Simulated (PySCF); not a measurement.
C3H8BFO.
Atom-mapped SMILES: `[CH3:1][BH:2][O:3][C@@H:4]([CH3:5])[F:6]` (hydrogens: H7, H8, H9 on C1; H10 on B2; H11 on C4; H12, H13, H14 on C5)

A GFN2-xTB structure was refined with PySCF, PBE0-D3(BJ)/def2-SVP geometry optimisation, gas phase. Its GFN2-xTB values:

```
 coordinate  GFN2-xTB
      C1–B2   1.616 Å
      C1–H7   1.081 Å
      B2–O3   1.358 Å
     B2–H10   1.174 Å
      O3–C4   1.346 Å
      C4–C5   1.554 Å
      C4–F6   1.371 Å
     C4–H11   1.113 Å
     C5–H12   1.099 Å
   C1–B2–O3    125.2°
   B2–O3–C4    124.9°
   O3–C4–C5    109.1°
   O3–C4–F6    112.0°
   C5–C4–F6    106.6°
C1–B2–O3–C4        1°
B2–O3–C4–C5     -170°
```

Question: How do these coordinates change at the PBE0-D3(BJ)/def2-SVP level?

Answer: 
```
 coordinate  PBE0-D3(BJ)/def2-SVP (Å or °)  change
      C4–C5                          1.502  -0.052
      C1–B2                          1.568  -0.048
      O3–C4                          1.389  +0.043
     B2–H10                          1.212  +0.038
      C1–H7                          1.099  +0.018
     C4–H11                          1.106  -0.007
      B2–O3                          1.364  +0.006
      C4–F6                          1.372  +0.001
     C5–H12                          1.099   0.000
   O3–C4–F6                          108.8    -3.2
   C5–C4–F6                          109.5    +2.9
   B2–O3–C4                          123.0    -1.9
   C1–B2–O3                          123.6    -1.6
   O3–C4–C5                          109.6    +0.5
B2–O3–C4–C5                            175     -15
C1–B2–O3–C4                             -1      -2
```

The energy falls by 4.1 kcal/mol over 9 energy and gradient evaluations, the largest force component goes from 0.0539 to 4.1e-04 Eh/bohr, and the atoms move by 0.192 Å rms after alignment. The bond that changes most is C4–C5 (sp3 C–F carbon to methyl carbon), which shortens by 0.052 Å. Bonds longer at the end by more than 0.005 Å: 8 of 13; shorter: 3. Among the dihedrals that turn most is B2–O3–C4–H11, from 68° to 51°. Rotational constants go from 6981, 2405, 1924 to 6734, 2398, 1977 MHz.

The run used 124 basis functions and 59 SCF cycles in all. On one thread of an Arm Neoverse V2, shared host with 192 logical CPUs at a one-minute load of 71, this took 44 s wall and 0.51 GiB of memory at its peak.

No PBE0-D3(BJ)/def2-SVP frequencies stand behind this structure, so it isn't proved a minimum. The numbers are those of one conformer.
